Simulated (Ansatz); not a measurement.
Br3ClHf (`[Cl][Hf]([Br])([Br])[Br]`) at its PBE0-D4/def2-TZVP geometry, where that method's forces vanish. Total charge 0; spin multiplicity 1. Hf: def2 effective core potential.

```xyz
5

Cl   -2.1848   -0.4310   -0.7232
Hf   -0.0264   -0.0053   -0.0087
Br    0.7058    2.1875   -0.8783
Br    0.0269    0.0228    2.4607
Br    1.4784   -1.7740   -0.8504
```

Q: What forces (eV/Å) does PBE-D4/def2-TZVPP give on these atoms in Ansatz 0.2.0? (An estimate is asked.)

A: Computed: 
```
Cl1 -0.191 -0.038 -0.064
Hf2  0.022  0.003  0.008
Br3  0.054  0.161 -0.063
Br4  0.005  0.002  0.180
Br5  0.110 -0.129 -0.061
```
